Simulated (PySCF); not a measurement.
The multiplicity is imposed and other spin states were not computed.

Cartesian coordinates (Å):
```xyz
5

Cu    -0.0851    -0.1144     0.0072
O     -0.8547    -1.3756     1.2461
H     -0.5577    -1.1933     2.1598
H     -0.5453    -2.2826     1.0513
F      0.6123     1.0187    -1.1121
```
Charge 0, spin multiplicity 1.

Problem. What HOMO–LUMO gap, LUMO, dipole moment, total energy, HOMO, charge on the central atom (meta-Löwdin) and charge on the central atom (Mulliken) does TPSSh-D3(BJ)/def2-TZVP // TPSS-D3(BJ)/def2-SVP (PySCF) give?

Solution. 
- HOMO–LUMO gap = 4.00 eV
- LUMO = -1.67 eV
- dipole moment = 7.82 D
- total energy = -1816.9093 Ha
- HOMO = -5.67 eV
- charge on the central atom (meta-Löwdin) = 0.59 e
- charge on the central atom (Mulliken) = 0.37 e
